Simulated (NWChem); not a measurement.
# AlI2F; SMILES [I][Al]([F])[I]

```xyz
4

Al     0.0000     0.0000    -0.8570
F      0.0000     0.0000    -2.5298
I      2.1586     0.0000     0.3199
I     -2.1586     0.0000     0.3199
```
Atoms are numbered in this order, from 1.

Results from NWChem. All runs use the structure optimised with PBE-D3(BJ)/def2-SVP. def2 effective core potentials on I; no spin-orbit coupling.

For level PBE0/STO-3G (all-electron, non-relativistic):

| Property | Value |
|---|---|
| highest occupied level (eV) | -5.18 |
| orbital gap (eV) | 7.33 |
| dipole (D) | 1.91 |

**Question.** Estimate the same quantities for level PBE0/def2-SVP (core potentials).

**Answer.** 
| Quantity | Result |
|---|---|
| highest occupied level (eV) | -8.00 |
| orbital gap (eV) | 6.16 |
| dipole (D) | 0.94 |
